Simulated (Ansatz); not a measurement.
One change: `[OH][Al]([SiH3])[Cl]` becomes `[OH][Al]([Cl])[Cl]`.

Ansatz, PBE0-D4/def2-TZVP geometries, multiplicity 1. Each molecule was computed in one conformer, which needn't be the lowest.

```json
{"property": "LUMO energy (PBE/def2-TZVPP) / eV", "`[OH][Al]([SiH3])[Cl]`": "-2.07"}
{"property": "size of the dipole moment (PBE/def2-TZVPP) / D", "`[OH][Al]([SiH3])[Cl]`": "0.67"}
{"property": "size of the dipole moment (ωB97M-V/def2-TZVPP) / D", "`[OH][Al]([SiH3])[Cl]`": "0.68"}
{"property": "size of the dipole moment (B3LYP/def2-TZVPP) / D", "`[OH][Al]([SiH3])[Cl]`": "0.66"}
{"property": "HOMO–LUMO gap (ωB97M-V/def2-TZVPP) / eV", "`[OH][Al]([SiH3])[Cl]`": "10.60"}
{"property": "LUMO energy (ωB97M-V/def2-TZVPP) / eV", "`[OH][Al]([SiH3])[Cl]`": "0.38"}
```

(1) What does the change do to each property? (Best estimate.)

Answers

(1) Ansatz gave: 
```json
{"property": "LUMO energy (PBE/def2-TZVPP) / eV", "`[OH][Al]([Cl])[Cl]`": "-1.82", "shift": "0.25"}
{"property": "size of the dipole moment (PBE/def2-TZVPP) / D", "`[OH][Al]([Cl])[Cl]`": "1.59", "shift": "0.92"}
{"property": "size of the dipole moment (ωB97M-V/def2-TZVPP) / D", "`[OH][Al]([Cl])[Cl]`": "1.64", "shift": "0.96"}
{"property": "size of the dipole moment (B3LYP/def2-TZVPP) / D", "`[OH][Al]([Cl])[Cl]`": "1.63", "shift": "0.97"}
{"property": "HOMO–LUMO gap (ωB97M-V/def2-TZVPP) / eV", "`[OH][Al]([Cl])[Cl]`": "12.29", "shift": "1.69"}
{"property": "LUMO energy (ωB97M-V/def2-TZVPP) / eV", "`[OH][Al]([Cl])[Cl]`": "0.71", "shift": "0.33"}
```

With PBE0 the HOMO falls by 1.09 eV and the LUMO rises by 0.35 eV, so the gap widens by about 1.44 eV. PBE moves the HOMO by -0.77 eV and ωB97M-V by -1.35 eV. Dipoles are sizes alone; their direction can turn.

B3LYP here is the variant with VWN-RPA as its local correlation; programs differ in this.
